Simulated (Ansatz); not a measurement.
Reaction (formal hydrolysis of the Al–Cl bond): `[OH][Al]([Cl])[Br]` + H₂O → `[OH][Al]([OH])[Br]` + HCl

Gas-phase electronic energies from Ansatz, PBE0-D4/def2-TZVP geometries. CCSD(T)/CBS is the MP2 limit (def2-TZVPP, def2-QZVPP) plus CCSD(T) − MP2 in def2-TZVPP, frozen cores. This one scheme is used for every species. Functionals use def2-TZVPP. HSE06 is defined as in plane-wave codes. For Br outer-core shells are correlated without core-valence functions, which leaves a few kJ/mol of doubt a bond. Scalar relativity is left out up to krypton. One conformer a species, not always the lowest.

`[OH][Al]([Cl])[Br]`:

```xyz
5

O     0.581    1.131   -0.437
Al    0.014   -0.387   -0.005
Cl    1.020   -2.053   -0.716
Br   -1.783   -0.635    1.305
H     0.167    1.943   -0.147
```

H₂O:

Z-matrix (Å, degrees):
```
O
H 1 0.960
H 1 0.960 2 105.1
```

`[OH][Al]([OH])[Br]`:

Z-matrix (Å, degrees):
```
Al
O 1 1.680
Br 1 2.252 2 120.9
O 1 1.680 2 118.2 3 180.0
H 2 0.956 1 122.6 3 0.0
H 4 0.956 1 122.6 2 180.0
```

HCl:

Cartesian coordinates in Å:
```
Cl -0.363 0.400 -0.341
H 0.363 -0.400 0.341
```

```json
{"level": "BLYP-D4", "ΔE (kJ/mol)": "18.6"}
{"level": "HSE06-D4", "ΔE (kJ/mol)": "28.2"}
```

(1) What does CCSD(T)/CBS give? (Estimate.)

Largest T1 diagnostic among the species: 0.010.

Answers

(1) Ansatz gave: +26.2 kJ/mol. The listed levels differ from it by -7.6, 2.0 kJ/mol.

From BLYP to BHLYP (50 % exact exchange), in def2-TZVPP and without D4, ΔE moves by +4.7 kJ/mol. Leaving LDA and LC-ωPBE aside and taking each functional with its dispersion term where it has one, the values, not all of them listed here, spread over 10.2 kJ/mol, from CAM-B3LYP-D4 to HSE06-D4. LDA lies −4.3 kJ/mol from PBE without D4.
